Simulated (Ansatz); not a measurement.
Cartesian coordinates in Å:
```
C 0.279 0.071 1.867
Si 0.866 0.412 0.144
F 2.422 0.017 0.027
C -0.097 -0.559 -1.136
N -1.449 -0.001 -1.175
H -0.795 0.263 1.926
H 0.785 0.707 2.597
H 0.456 -0.972 2.141
H 0.762 1.864 -0.179
H 0.428 -0.583 -2.102
H -0.156 -1.597 -0.789
H -2.062 -0.556 -1.758
H -1.439 0.934 -1.562
```

The species carries charge 0 and has multiplicity 1.

(1) List the r2SCAN/def2-TZVPP orbital energies in eV (Ansatz 0.2.0). (Best estimate.)

Answers

(1) The calculation gave: Occupied: -1791.36, -665.63, -385.11, -273.41, -272.55, -141.71, -96.64, -96.55, -96.52, -30.72, -23.18, -18.26, -17.10, -13.36, -12.54, -11.64, -10.97, -10.75, -10.43, -10.09, -9.87, -9.80, -7.82, -7.69, -5.85. Lowest empty: 0.30, 1.14, 1.43, 2.11, 2.23, 2.74, 3.04, 3.14.
